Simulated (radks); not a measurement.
Se, configuration [Ar] 3d10 4s2 4p4.

Method: Dirac Kohn-Sham, BLYP, spin-unpolarised, spherical densities, finite nucleus; open shells fill j = l - 1/2 first; Fermi nuclear charge, rms radius 4.14 fm; computed with a radial shooting solver on a logarithmic mesh with Libxc functionals.

Energy parts (eV):
part                       energy
total                  -66138.069
kinetic                 67726.398
electron-nucleus      -159680.202
Hartree                 28219.342
exchange-correlation    -2403.606

Orbitals (lengths in bohr, moments of r in powers of bohr; <r^-3> diverges for s and p1/2; r(90%) holds 90 % of the orbital's charge):
orbital  occ.  eigenvalue (eV)     <r^2>  r(90%)  <r^-3>  small-component weight
1s1/2       2        -12503.66  0.002616  0.0788       -                1.52e-02
2s1/2       2        -1606.586   0.04522   0.303       -                2.98e-03
2p1/2       2        -1441.542   0.03486   0.276       -                2.97e-03
2p3/2       4        -1399.749   0.03632   0.281    1178                2.91e-03
3s1/2       2        -212.9676    0.3797   0.857       -                7.06e-04
3p1/2       2        -156.5555    0.3986   0.892       -                6.55e-04
3p3/2       4        -150.6723    0.4131   0.908   167.3                6.37e-04
3d3/2       4         -53.4188    0.4947    1.04   20.41                5.13e-04
3d5/2       6         -52.5233    0.5017    1.05   19.76                5.08e-04
4s1/2       2         -17.1302     3.695    2.69       -                9.69e-05
4p1/2       2          -6.5808     6.169    3.57       -                6.13e-05
4p3/2       2          -6.2021     6.473    3.66   10.75                5.87e-05

The highest occupied level is 4p3/2 at -6.202 eV. The electron density at the nucleus is 3.977e+04 e/bohr^3. For comparison, the ionisation energy in NIST's Atomic Spectra Database is 9.752 eV (measured). In exact Kohn-Sham theory the highest level is minus the ionisation energy, but local and semilocal functionals leave it too shallow, through self-interaction and a potential that decays too fast; potentials with the right tail come closer. The density falls to 0.001 e/bohr^3 at r = 4.30 bohr. Summed over all electrons, <r^2> = 41.18 bohr^2, which gives a Langevin (diamagnetic) susceptibility term of -32.6 x 10^-6 cm^3/mol.

Beside tabulated values, note that spin-unpolarised runs miss the spin-polarisation part of the exchange energy of open shells.
